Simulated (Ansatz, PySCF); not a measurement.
ClSi, SMILES [Si]Cl (connectivity only; charge and spin as stated), charge +1, multiplicity 1.

The structure is a stationary point at PBE-D3(BJ)/def2-TZVPD.

Vertical ionisation energy (IE) and electron affinity (EA) in eV. Rows of orbital energies are one-electron estimates. Where ΔSCF, EOM or ADC give a negative EA the extra electron is unbound and the value depends on the basis.

```
level                                                                         IE     EA
-------------------------------------------------------------------------  -----  -----
−ε(HOMO), −ε(LUMO), B3LYP/def2-TZVPD (PySCF)                               16.00   9.82
−ε(HOMO), −ε(LUMO), HF/def2-TZVPD (PySCF)                                  18.80   6.25
−ε(HOMO), −ε(LUMO), PBE/def2-TZVPD (PySCF)                                 15.04  10.50
EOM-CCSD/aug-cc-pVDZ (PySCF)                                               18.86   7.07
ADC(2)/aug-cc-pVDZ (PySCF)                                                   ___    ___
ΔSCF, CAM-B3LYP/def2-TZVPD (Ansatz), final states of multiplicity 2 and 2  18.98   7.33
ΔSCF, PBE/def2-TZVPD (Ansatz), final states of multiplicity 2 and 2        18.75   7.24
```

Question: What belongs in the gaps? (An estimate is asked for; the answer gives what the named calculation found.)

Answer: 
- ADC(2)/aug-cc-pVDZ (PySCF), IE: 18.57
- ADC(2)/aug-cc-pVDZ (PySCF), EA: 7.23

Question: What vertical singlet–triplet gap does ΔSCF give with CAM-B3LYP/def2-TZVPD (Ansatz, an electronic-structure program) and with PBE/def2-TZVPD (Ansatz)? (Estimate from the structure and the level; the computed values follow.)

Answer: 3.83 and 3.69 eV (triplet above singlet where positive).

Question: Beyond the first one, list the lowest photoelectron lines from ADC(2)/aug-cc-pVDZ (PySCF) with their pole strengths (two spins summed). (An estimate is asked for; the answer gives what the named calculation found.)

Answer: 19.13 eV (1.80), 19.13 eV (1.80), 23.44 eV (1.75).
